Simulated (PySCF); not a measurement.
SMILES c1ccc(-c2ccc[se]2)cc1 (GFN2-xTB optimised geometry):

```
19

C      2.077    -2.758    -0.008
C      2.560    -1.481    -0.246
C      1.698    -0.404    -0.240
C      0.333    -0.572     0.002
C     -0.562     0.570     0.000
C     -1.931     0.570     0.000
C     -2.543     1.842    -0.002
C     -1.678     2.889     0.001
Se     0.088     2.340     0.000
C     -0.138    -1.865     0.248
C      0.727    -2.942     0.240
H      2.749    -3.603    -0.013
H      3.612    -1.327    -0.437
H      2.077     0.594    -0.430
H     -2.516    -0.335    -0.014
H     -3.612     1.967    -0.007
H     -1.932     3.934     0.000
H     -1.184    -2.026     0.455
H      0.344    -3.934     0.432
```

Computed with PBE/def2-SVP (PySCF).

Problem. What are the frontier orbital energies and the dipole moment?

Solution. HOMO-2 -6.39 eV, HOMO-1 -5.89 eV, HOMO -5.18 eV, LUMO -1.99 eV, LUMO+1 -1.07 eV; dipole moment 0.26 D.

Meta-Löwdin charges at PBE/def2-SVP: C1 -0.11, C2 -0.10, C3 -0.11, C4 0.01, C5 -0.12, C6 -0.14, C7 -0.13, C8 -0.26, Se9 0.29, C10 -0.11, C11 -0.10, H12 0.11, H13 0.11, H14 0.10, H15 0.11, H16 0.12, H17 0.13, H18 0.11, H19 0.11.
